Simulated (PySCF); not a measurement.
Level of theory: PBE-D3(BJ)/def2-TZVP // B3LYP-D3(BJ)/def2-TZVP (PySCF 2.14.0). Gas-phase values, no solvent. 

Reference species (SMILES): `FC(F)(F)[SiH3]` (neutral, multiplicity 1).

```yaml
dipole_moment: 2.00 D
```

Changed species: `FC(F)(F)[SeH]` (whole molecule; the reference has whole molecule).

Problem. Predict the effect on the dipole moment.

Solution. the dipole moment falls by 0.76 D, to 1.24 D.
